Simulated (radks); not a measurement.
Values are calculated unless marked as measured or tabulated.
Q: The mean radii <r> (bohr) of the occupied orbitals of an atom or ion are listed with their occupations. Level of theory: Dirac Kohn-Sham, LDA (Slater exchange, Perdew-Wang correlation), spin-unpolarised, spherical densities, point nucleus (a radial shooting solver on a logarithmic mesh with Libxc functionals).

orbital  occ.      <r>
1s1/2       2  0.03432
2s1/2       2   0.1494
2p1/2       2   0.1272
2p3/2       4   0.1318
3s1/2       2   0.4158
3p1/2       2   0.4093
3p3/2       4   0.4199
3d3/2       4   0.3967
3d5/2       6   0.4002
4s1/2       1    1.038
4p1/2       2    1.118
4p3/2       4    1.145
4d3/2     1.6    1.440
4d5/2     2.4    1.451
5s1/2       1    2.508

Name the element and its charge. Open shells, if any, are shared by 2j + 1.

A: Z = 43, technetium, charge +3: Tc3+ in [Ar] 3d10 4s1 4p6 4d4 5s1. The 1s radius gives Z: for a bare nucleus <r> = (2 gamma + 1)/(2Z) with gamma = sqrt(1 - (Z/c)^2), 0.03371 bohr for Z = 43, and screening makes it slightly larger (0.03432 here). The occupations add up to 40, and the charge is Z minus that.
